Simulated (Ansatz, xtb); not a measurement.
Two structures of CH2Ge2+

We compare X, a doublet given by its coordinates, with Y, a doublet given by its coordinates. Both are isolated ions in the gas phase, relaxed with PBE0-D3(BJ)/pcseg-1.

X (Å):

```xyz
5

C     0.2457    1.5117    1.3288
Ge    0.7400    2.2084   -0.3228
Ge    0.2837   -0.3234    1.4104
H    -0.0508    2.0924    2.2095
H     0.7090   -1.1171    0.1428
```

Close contacts (Å): C1–Ge2 1.86, C1–Ge3 1.84, Ge2–Ge3 3.10, C1–H4 1.10, Ge3–H5 1.55.

Y (Å):

```yaml
atoms:
  - { symbol: C, position_ang: [0.5442, 1.5069, 0.9960] }
  - { symbol: Ge, position_ang: [1.2012, 3.0562, 0.2233] }
  - { symbol: Ge, position_ang: [0.7244, -0.2322, 0.4176] }
  - { symbol: H, position_ang: [-0.0413, 1.5773, 1.9286] }
  - { symbol: H, position_ang: [0.0950, -1.4113, 1.2054] }
```

Close contacts (Å): C1–Ge2 1.85, C1–Ge3 1.84, C1–H4 1.10, Ge3–H5 1.55.

Energies in hartree; the thermal terms are from PBE0-D3(BJ)/pcseg-1 harmonic frequencies (ideal gas, rigid rotor, one conformer each, 298.15 K, 1 atm) and include the zero-point energy:

```
                               X            Y
E, CCSD(T)/def2-SVP  −4189.434453  −4189.428794
    E, MP2/def2-SVP  −4189.402700  −4189.398729
  E, MP2/def2-TZVPP  −4190.035111  −4190.030026
  zero-point energy      0.020826      0.020268
       H(298 K) − E      0.026443      0.026017
       G(298 K) − E     −0.009548     −0.010021
```

Problem. Correct the CCSD(T) difference for the basis set by the MP2 change, then work out ΔE, ΔE₀, ΔH and ΔG for X → Y in kJ/mol (1 Eh = 2625.50 kJ/mol) and the equilibrium ratio [Y]/[X].

Solution. 1. Differences Y − X: CCSD(T) +0.005659, MP2 in the small set +0.003971, MP2 in the large set +0.005085 Eh.
2. ΔE = +0.005659 + (+0.005085 − (+0.003971)) = +0.006773 Eh = +17.78 kJ/mol.
3. ΔE₀ = ΔE + ΔZPE = +0.006773 + (−0.000558) Eh = +16.32 kJ/mol.
4. ΔH = ΔE + (−0.000426) Eh = +16.66 kJ/mol.
5. ΔG = ΔE + (−0.000473) Eh = +16.54 kJ/mol, so ΔS = (ΔH − ΔG)/T = +0.4 J/(mol K).
6. kT = 0.9442 mEh, so K = [Y]/[X] = exp(−ΔG/kT) = exp(−6.67) ≈ 0.0013.

Structure X is favoured at this temperature. An error of 4 kJ/mol in ΔG would change K by a factor of 5. Mirror images and further conformers aren't counted.

Other levels gave ΔE = +16.6 (PBE0-D3(BJ)/pcseg-1); +2.6 (HF/def2-SVP); +10.4 (MP2/def2-SVP); +14.9 (CCSD(T)/def2-SVP) kJ/mol. Open shells are spin-unrestricted. The correlated steps freeze 19 core orbitals; the filled d shell of Ge is correlated, in a basis made for valence electrons. Programs: Ansatz 0.2.0.
